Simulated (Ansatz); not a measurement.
A made-up structure of GaBH2F, doublet:

B1  (0.614, 0.317, 0.116)
Ga2  (-1.223, -0.362, -0.312)
F3  (1.461, -0.688, 0.707)
H4  (-2.629, -0.865, -0.645)
H5  (1.099, 1.350, -0.025)
(Å)

It is relaxed with PBE-D4/def2-SVP and then PBE0-D4/def2-TZVP (Ansatz 0.2.0). Atoms count as bonded within 1.22 times the sum of their covalent radii (H–H: 0.88 Å). The end point is not checked to be a true minimum.

Task: Does its bonding change? (A judgement: the text doesn't fix the answer.)

Result: The calculation gives: No: no bond forms or breaks.

Where it ends: The first stage lowers the energy by 0.26 eV in 20 steps. It ends as GaBH₂F ([F][BH][GaH]):
```
5
angstrom
B 0.6259 0.2070 0.1945
Ga -1.1122 -0.5118 -0.6263
F 1.5102 -0.5949 0.7809
H -2.6629 -0.6878 -0.4647
H 0.9603 1.3385 -0.0437
```

Labels in which every atom is bracketed show which atoms are joined, not bond orders.

For scale, one of the runs: PBE0-D4/def2-TZVP relaxation, 122 basis functions, launched by `ansatz run in.yaml --threads 2 --pin off --events-out ev --progress --plain --max-ram 4352MiB`. The run took about 33 s on 2 CPU threads of an Arm Neoverse V1 (shared host).
